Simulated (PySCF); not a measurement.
C₃H₉ClGe.
SMILES with atom numbers: `[CH3:1][Ge:2]([CH3:3])([CH3:4])[Cl:5]` (hydrogens: H6, H7, H8 on C1; H9, H10, H11 on C3; H12, H13, H14 on C4)

Method: PBE0-D3(BJ)/def2-SVP geometry optimisation, gas phase in PySCF; density fitting, grid level 1; the optimiser is geomeTRIC in internal coordinates, started from a GFN2-xTB structure with every atom displaced at random (about 0.01 Å).

Step 0: E = -72272.4821 eV
```
atom  x, y, z in Å  |  force x, y, z in eV/Å
C1     -0.2793    1.7330   -0.6889    0.256   0.282   0.148
Ge2     0.1433    0.1276    0.3551   -0.201  -0.669  -1.242
C3      1.5664   -0.9499   -0.5112   -0.008   0.517   1.646
C4     -1.4357   -0.9673    0.7649   -0.929   1.901  -0.011
Cl5     0.9229    0.7954    2.2170    0.344   0.310   0.834
H6     -0.6939    1.4982   -1.6732   -0.064  -0.246  -0.214
H7     -1.0187    2.3612   -0.1744   -0.054  -0.042   0.161
H8      0.6167    2.3658   -0.8531   -0.131  -0.300   0.132
H9      1.8504   -1.7885    0.1468   -0.151   0.029  -0.061
H10     1.2528   -1.3310   -1.4540   -0.449  -0.463  -1.173
H11     2.4662   -0.3475   -0.6458    0.179   0.269  -0.095
H12    -1.9125   -1.3315   -0.1416   -0.037  -0.211  -0.510
H13    -2.2279   -0.3423    1.2802    0.809  -0.438  -0.346
H14    -1.2211   -1.7973    1.3978    0.435  -0.938   0.731
```

Step 1: E = -72272.5796 eV
```
atom  x, y, z in Å  |  force x, y, z in eV/Å
C1     -0.2851    1.6799   -0.7017   -0.293  -0.065   0.104
Ge2     0.1249    0.0545    0.2868   -0.021   0.235   0.324
C3      1.5919   -0.9376   -0.5025    0.022   0.099  -0.341
C4     -1.4955   -0.9161    0.7572    0.615  -0.507  -0.030
Cl5     0.8812    0.7405    2.2537   -0.093  -0.095  -0.297
H6     -0.6842    1.4440   -1.7005    0.034  -0.026  -0.002
H7     -1.0463    2.2657   -0.1557    0.154  -0.084  -0.071
H8      0.6157    2.2882   -0.8126    0.170   0.153  -0.038
H9      1.9027   -1.7776    0.1279    0.000  -0.088   0.081
H10     1.3319   -1.3138   -1.5108    0.008   0.057   0.216
H11     2.4396   -0.2408   -0.6044   -0.007  -0.097   0.005
H12    -2.0464   -1.2673   -0.1298    0.001   0.070   0.068
H13    -2.0930   -0.2012    1.3291   -0.275  -0.092   0.172
H14    -1.2081   -1.7929    1.3829   -0.314   0.441  -0.191
```

Step 2: E = -72272.6110 eV
```
atom  x, y, z in Å  |  force x, y, z in eV/Å
C1     -0.2794    1.6916   -0.7021   -0.012  -0.015  -0.012
Ge2     0.1260    0.0726    0.2954   -0.001   0.121   0.240
C3      1.5844   -0.9321   -0.5020   -0.007   0.007  -0.070
C4     -1.4811   -0.9258    0.7594    0.214  -0.013  -0.054
Cl5     0.8890    0.7567    2.2443   -0.037  -0.033  -0.125
H6     -0.6763    1.4449   -1.6989    0.017  -0.005  -0.004
H7     -1.0341    2.2804   -0.1617    0.007   0.015   0.002
H8      0.6257    2.3050   -0.8211   -0.015  -0.017   0.000
H9      1.8831   -1.7760    0.1349   -0.024  -0.005   0.009
H10     1.3061   -1.3116   -1.4977   -0.015  -0.010   0.031
H11     2.4459   -0.2577   -0.6164    0.010  -0.029   0.005
H12    -2.0186   -1.2746   -0.1337   -0.024   0.017  -0.029
H13    -2.1275   -0.2526    1.3405   -0.059  -0.079   0.001
H14    -1.2137   -1.7953    1.3785   -0.054   0.045   0.005
```

Step 3: E = -72272.6217 eV
```
atom  x, y, z in Å  |  force x, y, z in eV/Å
C1     -0.2790    1.7043   -0.6994    0.024  -0.003  -0.028
Ge2     0.1287    0.0953    0.3107    0.045   0.057   0.084
C3      1.5678   -0.9311   -0.4957   -0.008  -0.014   0.032
C4     -1.4590   -0.9320    0.7547   -0.064   0.081  -0.060
Cl5     0.9061    0.7816    2.2401   -0.004   0.012   0.012
H6     -0.6732    1.4460   -1.6943   -0.001   0.000   0.001
H7     -1.0302    2.3019   -0.1656   -0.025   0.024   0.007
H8      0.6275    2.3148   -0.8261   -0.020  -0.027   0.006
H9      1.8491   -1.7767    0.1483   -0.013   0.009  -0.008
H10     1.2672   -1.3169   -1.4803   -0.017  -0.022  -0.039
H11     2.4459   -0.2825   -0.6243    0.015  -0.005  -0.006
H12    -1.9775   -1.2777   -0.1517    0.007  -0.007  -0.026
H13    -2.1469   -0.2998    1.3354    0.003   0.001  -0.027
H14    -1.1969   -1.8015    1.3675    0.056  -0.106   0.050
```

Task: Estimate the geometry and energy of step 4. (The exact step hangs on the optimiser's Hessian estimate; all steps are aligned on step 3, rigid shifts and turns removed.)

Result: E = -72272.6252 eV, largest force 0.115 eV/Å
```
atom  x, y, z in Å  |  force x, y, z in eV/Å
C1     -0.2801    1.7134   -0.6963    0.022   0.006  -0.010
Ge2     0.1326    0.1119    0.3238    0.039   0.008  -0.003
C3      1.5557   -0.9328   -0.4904   -0.008  -0.007   0.040
C4     -1.4459   -0.9352    0.7503   -0.107   0.042  -0.005
Cl5     0.9186    0.8034    2.2440   -0.004   0.015   0.040
H6     -0.6736    1.4459   -1.6890   -0.005  -0.002   0.002
H7     -1.0309    2.3173   -0.1681   -0.015   0.009   0.002
H8      0.6268    2.3212   -0.8288   -0.012  -0.014   0.004
H9      1.8254   -1.7794    0.1573   -0.003   0.005  -0.006
H10     1.2380   -1.3224   -1.4688   -0.011  -0.007  -0.026
H11     2.4457   -0.3034   -0.6314    0.008  -0.001  -0.009
H12    -1.9461   -1.2800   -0.1675    0.021  -0.010  -0.016
H13    -2.1578   -0.3252    1.3262    0.025   0.013  -0.026
H14    -1.1790   -1.8091    1.3581    0.048  -0.058   0.013
```

The energy changes by -0.0035 eV. The first-order estimate −F·Δx gives -0.0047 eV and the mean of the old and new forces, exact on a quadratic surface, -0.0031 eV. The step makes an angle of 75° with the force vector and moves no atom by more than 0.035 Å.

The cost below is that of the whole optimisation. Time: 77 s; peak memory 0.55 GiB. Hardware: Intel Xeon Platinum 8259CL at 2.50 GHz, one thread, shared host with 96 logical CPUs at a one-minute load of 49.
